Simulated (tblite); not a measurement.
Compound: C3H9OSi (doublet state).
Structure used (GFN2-xTB), in Å, numbered top down from 1:
```
atom  x, y, z in Å
C1    -0.9678   -1.1101    0.3483
C2    -0.4261    0.2546    0.5710
C3    -1.3220    1.4325    0.7272
O4     0.8563    0.5253    0.2592
Si5    2.1804   -0.3246   -0.1238
H6    -1.9097   -1.2334    0.8771
H7    -1.1495   -1.3071   -0.7161
H8    -0.2573   -1.8582    0.6998
H9    -1.8067    1.7055   -0.2186
H10   -2.1088    1.2211    1.4500
H11   -0.7448    2.2903    1.0644
H12    1.9534   -1.1772   -1.2961
H13    2.6015   -1.1930    0.9829
H14    3.1004    0.7739   -0.3675
```

Level: GFN2-xTB in tblite, geometry and Hessian alike; calculated harmonic values, unscaled, isolated species. Errors from tens to a few hundred cm⁻¹ against measured bands are possible. Modes of hydrogen on silicon can be 10 to 20 % off. One conformer, not necessarily the lowest. Open shells enter through the occupations alone, without spin polarisation, and single modes of such species can be off by tens of per cent.

Harmonic wavenumbers (cm⁻¹): 58.0, 81.0, 103.2, 136.2, 154.4, 248.7, 326.1, 425.7, 581.1, 621.4, 710.4, 739.7, 806.7, 838.4, 916.8, 965.6, 984.5, 1041.0, 1080.3, 1284.6, 1322.5, 1385.3, 1398.2, 1458.6, 1465.3, 1475.2, 1479.6, 2186.0, 2228.4, 2346.4, 2869.6, 2878.0, 2997.4, 3003.8, 3034.2, 3038.5.

A = 7680, B = 2340, C = 1876 MHz; mass 89.042 u (most abundant isotopes); point group C1, symmetry number 1; spin multiplicity 2.

Question: Zero-point energy?

Answer: Half the sum of the wavenumbers: 23335 cm⁻¹ = 66.72 kcal/mol.

Question: What is S at 500 K and 1 bar for an ideal gas of classical rigid rotors and harmonic oscillators?

Answer: Translation 41.97, rotation 28.20, vibration 38.07, spin (R ln 2) 1.38: S = 109.6 cal/(mol K).

Question: And Cp and H(500 K) − H(0)?

Answer: Cp = 42.26 cal/(mol K), of which vibrations give 34.31 (their classical limit is 36 R = 71.5); H(500 K) − H(0) = 13.30 kcal/mol without the zero-point energy, 9.33 from vibrations.

Question: How do the functions run with temperature in this model?

Answer: 
| T (K) | S (cal/(mol K)) | Cp (cal/(mol K)) | H − H(0) (kcal/mol) | G − H(0) (kcal/mol) | ln q(vib) |
| --- | --- | --- | --- | --- | --- |
| 100 | 66.4 | 17.5 | 1.26 | -5.38 | 1.51 |
| 200 | 80.4 | 23.6 | 3.32 | -12.77 | 3.79 |
| 300 | 91.2 | 30.2 | 6.01 | -21.37 | 5.88 |
| 800 | 132.4 | 54.6 | 27.98 | -77.92 | 15.13 |
| 1000 | 145.2 | 60.2 | 39.50 | -105.71 | 18.42 |

q(vib) and H(0) count from the zero-point level.

Question: What must be added to the electronic energy to get the Gibbs energy at 500 K and 1 bar?

Answer: ZPE + [H(500 K) − H(0)] − T·S = 66.72 + 13.30 − 54.81 = 25.21 kcal/mol.

Question: Blend soft modes into free rotors: weight 1/[1 + (100 cm⁻¹/ν̃)⁴] for the oscillator and the rest for a rotor with moment μB/(μ + B), μ = h/(8π²ν), B = 10⁻⁴⁴ kg m². What vibrational entropy results?

Answer: 34.89 cal/(mol K) in place of 38.07, which changes −T·S at 500 K by +1.59 kcal/mol.

Hindered rotation and anharmonicity are outside this model. Other conformers, if any are populated, would add a mixing term that is left out. The structure is chiral; the term R ln 2 for an equal mix with its mirror image is left out.

On one thread, Arm Neoverse V1 (aarch64) (shared host), this took 0.32 s wall. This covers the Hessian and the dipole derivatives.
